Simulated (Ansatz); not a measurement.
Reaction (cleavage of the B–Al bond): `F[BH][AlH2]` + trimethylsilanol → `C[Si](C)(C)OBF` + `[AlH3]`

Program: Ansatz. Geometries: PBE0-D4/def2-TZVP. ΔE: electronic, gas phase. CBS: MP2 limit from def2 TZ/QZ plus the TZ coupled-cluster correction, frozen cores. This one scheme is used for every species. DFT in def2-TZVPP. One conformer a species, not always the lowest.

`F[BH][AlH2]`:

Cartesian coordinates in Å:
```
F 0.467 -0.769 1.928
B -0.349 -0.193 1.051
Al 0.296 0.190 -0.975
H -1.441 0.078 1.495
H 0.055 -0.882 -2.127
H 0.973 1.576 -1.371
```

`C[Si](C)(C)O`:

Cartesian coordinates in Å:
```
C 0.696 -1.521 -0.583
Si 0.021 -0.017 0.299
C 0.801 1.524 -0.420
C -1.835 0.054 0.172
O 0.332 -0.115 1.927
H 1.784 -1.586 -0.490
H 0.461 -1.487 -1.651
H 0.269 -2.440 -0.174
H 1.890 1.504 -0.323
H 0.435 2.420 0.087
H 0.568 1.620 -1.484
H -2.155 0.121 -0.871
H -2.227 0.924 0.704
H -2.288 -0.840 0.608
H 1.248 -0.162 2.199
```

`C[Si](C)(C)OBF`:

```xyz
17

C    -0.928   -0.865   -1.316
Si    0.184   -0.187    0.016
C     1.853   -1.007   -0.007
C    -0.615   -0.310    1.694
O     0.482    1.433   -0.314
B    -0.294    2.511   -0.434
F    -1.620    2.412   -0.280
H    -1.889   -0.346   -1.323
H    -0.473   -0.752   -2.303
H    -1.121   -1.930   -1.157
H     1.766   -2.077    0.199
H     2.333   -0.888   -0.981
H     2.512   -0.571    0.748
H     0.023    0.127    2.466
H    -1.574    0.214    1.709
H    -0.797   -1.354    1.962
H     0.158    3.591   -0.679
```

`[AlH3]`:

```xyz
4

Al    0.000    0.000    0.000
H     0.969    0.155   -1.246
H     0.428   -0.905    1.230
H    -1.397    0.750    0.016
```

**Question.** Is it downhill or uphill in electronic energy at CCSD(T)/CBS, and by how much? (An estimate is asked.)

**Answer.** Ansatz gave: Downhill: ΔE = -201.2 kJ/mol.

**Question.** What do these levels give: PBE-D4, ωB97M-V, PBE-QIDH, revPBE, BLYP, RPA@PBE/def2-TZVPP? (An estimate is asked.)

**Answer.** The calculation gave: PBE-D4 -188.8, ωB97M-V -206.7, PBE-QIDH -202.3, revPBE -178.5, BLYP -192.7, RPA@PBE/def2-TZVPP -197.5 kJ/mol.

Largest T1 diagnostic among the species: 0.014.

In def2-TZVPP, CCSD(T) changes the Hartree–Fock value by +12.4 kJ/mol (the triples alone add +0.5 kJ/mol) and MP2 by +5.5 kJ/mol. The D4 term adds −6.3 kJ/mol with B3LYP and −3.8 kJ/mol with PBE0; it sums over pairs of atoms, weighted by their polarisabilities, and B3LYP, whose exchange is more repulsive, gets the larger term.

B3LYP here is the variant with VWN-RPA as its local correlation; programs differ in this.
